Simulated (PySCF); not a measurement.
Correlation energy of P(3+) (phosphorus, charge +3)

[Ne] 3s2, closed-shell 1S. Computed with PySCF 2.14 in cc-pVDZ-DK (4s3p1d, 18 functions), with scalar relativity by spin-free X2C-1e. Frozen: [Ne]; 2 electrons correlated.

Total MP2 correlation energy: -31.82 mhartree.

Same-spin part 0.00 and opposite-spin part -31.82 mhartree; SCS-MP2 scales them by 1/3 and 6/5 to -38.19 mhartree.

With two correlated electrons CCSD is exact within the correlated space (frozen core and kept virtual orbitals).

```json
{"level": "CCSD", "correlation energy (mhartree)": "-47.77"}
```

Diagnostics: T1 = 0.0039, D1 = 0.0055, largest double amplitude 0.116.

Cost of the coupled-cluster step: 0.04 s of wall time on 1 thread of Neoverse-V1 (shared host), for 2 correlated electrons.
